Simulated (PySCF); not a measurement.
## How methods differ on the excitation energy of Sn

Sn [Kr] 4d10 5s2 5p2 (3P) → Sn [Kr] 4d10 5s1 5p3 (5S), as a difference of total energies. Calculation: PySCF 2.14, in def2-TZVPPD with the def2 core potential (28 electrons); a scalar-relativistic core potential. Correlated levels: valence: 4s2 4p6 4d10 frozen; valence and next inner shell: nothing frozen outside the core potential. The calculations carry no spin-orbit coupling.

| method | excitation energy (eV) | error (eV) |
| --- | --- | --- |
| UHF | 2.961 | -1.646 |
| LDA | 5.434 | +0.827 |
| PBE | 5.184 | +0.577 |
| PBE0 | 4.771 | +0.164 |
| r2SCAN | 4.566 | -0.041 |
| BHandHLYP | 4.887 | +0.280 |
| wB97M-V | 4.812 | +0.205 |
| M06-2X | 4.630 | +0.023 |
| B2PLYP | 4.774 | +0.167 |
| MP2 (valence) | 3.717 | -0.890 |
| SCS-MP2 (valence) | 4.055 | -0.552 |
| MP2 (valence and next inner shell) | 4.429 | -0.178 |
| SCS-MP2 (valence and next inner shell) | 4.665 | +0.058 |

Reference: 4.607 eV (measured; NIST levels, between the centres of gravity of the two terms).

Errors of the correlated levels include the incompleteness of this basis and the frozen core.
